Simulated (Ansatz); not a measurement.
# Pulling the pair apart

The pair of Cu⁺ (SMILES [Cu+], atom 1) and C$_{2}$H$_{2}$ (SMILES C#C, atoms 2–5), both closed shells, in one local arrangement (a lower one may exist), relaxed at PBE0-D4/def2-TZVP:

Cu1  (-0.026, -0.194, -1.643)
C2  (0.088, 0.637, 0.246)
C3  (-0.078, -0.562, 0.390)
H4  (0.235, 1.701, 0.306)
H5  (-0.219, -1.582, 0.701)
(Å)

C$_{2}$H$_{2}$ is shifted rigidly along the line between the mean atom positions of the two fragments (negative: closer). Counterpoise interaction energies in kcal/mol. Computed with Ansatz 0.2.0 (basis: def2-TZVPPD); correlated methods freeze the cores. The 3s and 3p shells of Cu and Zn are frozen; filled d shells are correlated.

```json
{"shift (Å)": "-0.21", "MP2": "-36.51", "r2SCAN-D4": "-53.03", "PBE-D4": "-51.76"}
{"shift (Å)": "-0.10", "MP2": "-40.34", "r2SCAN-D4": "-56.26", "PBE-D4": "-55.41"}
{"shift (Å)": "0.00", "MP2": "-41.20", "r2SCAN-D4": "-56.23", "PBE-D4": "-55.70"}
{"shift (Å)": "0.10", "MP2": "-40.31", "r2SCAN-D4": "-54.29", "PBE-D4": "-54.03"}
{"shift (Å)": "0.25", "MP2": "-37.50", "r2SCAN-D4": "-49.96", "PBE-D4": "-50.01"}
{"shift (Å)": "0.52", "MP2": "-30.51", "r2SCAN-D4": "-40.62", "PBE-D4": "-41.44"}
{"shift (Å)": "1.03", "MP2": "-18.32", "r2SCAN-D4": "-25.36", "PBE-D4": "-26.81"}
{"shift (Å)": "2.07", "MP2": "-6.68", "r2SCAN-D4": "-9.82", "PBE-D4": "-11.53"}
```

(1) What does CCSD(T) give at these shifts? (An estimate is asked for; the value comes from the calculation.)

T1 diagnostic: at most 0.021.

## Answers

(1) By the calculation: -29.36, -34.92, -37.12, -37.27, -35.50, -29.62, -18.13, -6.66 kcal/mol. For zero shift, CCSD(T) at an estimated basis limit (MP2 extrapolated from triple and quadruple zeta, plus CCSD(T) − MP2 in triple zeta) gives -41.66 kcal/mol. These are counterpoise interaction energies, counted from the two frozen fragments.

For scale, one of the runs: CCSD(T)/def2-TZVPPD, 175 basis functions, launched by `ansatz run in.yaml --threads 2 --pin off --events-out ev --progress --plain --max-ram 5222MiB`. Time: 35 s of wall clock on 2 CPU threads of an Intel Xeon Platinum 8375C; the host was shared. Peak host memory: 1.5 GiB.
